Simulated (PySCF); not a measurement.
CH8FNSi2, SMILES CN([SiH3])[SiH2]F. Atoms are numbered in the order given.

```xyz
13

Si     1.7170    -0.7250     0.3599
N      0.2479     0.2361     0.4177
C      0.4059     1.6422     0.8176
Si    -1.2919    -0.3032    -0.1460
F     -1.5765     0.1384    -1.6923
H      2.3690    -0.7263     1.7036
H      1.3503    -2.1096    -0.0397
H      2.6994    -0.1625    -0.6153
H     -0.5716     2.0963     1.0461
H      0.8806     2.2524     0.0283
H      1.0248     1.7280     1.7278
H     -2.3548     0.3484     0.6607
H     -1.3307    -1.7833    -0.1048
```
Charge 0, spin multiplicity 1.

The structure is a stationary point at B3LYP-D3(BJ)/def2-SVP. The structure was generated by enumeration, and PubChem lists no compound with its InChIKey, so it may never have been made. Other conformers were not sampled.

Calculation: TDA-LC-ωPBE/def2-SVPD run with PySCF 2.14.0.

Vertical excitations. 

```
state  energy (eV)  λ (nm)      f                                                                 main pairs
-----  -----------  ------  -----  -------------------------------------------------------------------------
S1            7.12     174  0.000                                           HOMO→LUMO 57 %, HOMO→LUMO+1 31 %
S2            7.84     158  0.012      HOMO→LUMO+3 32 %, HOMO→LUMO+4 24 %, HOMO→LUMO+5 21 %, HOMO→LUMO+1 8 %
S3            8.07     154  0.068                                         HOMO→LUMO+2 65 %, HOMO→LUMO+4 11 %
S4            8.23     151  0.045                         HOMO→LUMO+1 39 %, HOMO→LUMO 34 %, HOMO→LUMO+4 14 %
S5            8.52     146  0.049                       HOMO→LUMO+6 46 %, HOMO→LUMO+3 17 %, HOMO→LUMO+4 10 %
S6            8.83     140  0.063       HOMO→LUMO+5 37 %, HOMO→LUMO+7 23 %, HOMO→LUMO+6 8 %, HOMO→LUMO+8 7 %
S7            8.96     138  0.010   HOMO−1→LUMO 25 %, HOMO−1→LUMO+1 17 %, HOMO→LUMO+7 7 %, HOMO−3→LUMO+1 6 %
S8            9.00     138  0.023  HOMO→LUMO+7 27 %, HOMO−1→LUMO+2 17 %, HOMO−4→LUMO 12 %, HOMO−4→LUMO+1 5 %
S9            9.05     137  0.024                                                         HOMO−1→LUMO+2 40 %
S10           9.35     133  0.045   HOMO→LUMO+8 17 %, HOMO→LUMO+4 17 %, HOMO→LUMO+6 15 %, HOMO−4→LUMO+1 11 %
T1            6.70     185      0                                           HOMO→LUMO 42 %, HOMO→LUMO+1 39 %
T2            7.24     171      0                                         HOMO→LUMO+2 66 %, HOMO→LUMO+3 17 %
T3            7.54     164      0      HOMO→LUMO+4 27 %, HOMO→LUMO+5 21 %, HOMO→LUMO+3 19 %, HOMO→LUMO+1 9 %
T4            7.86     158      0        HOMO→LUMO 37 %, HOMO→LUMO+4 19 %, HOMO→LUMO+1 18 %, HOMO→LUMO+6 7 %
```
Triplets are in the Tamm–Dancoff approximation.
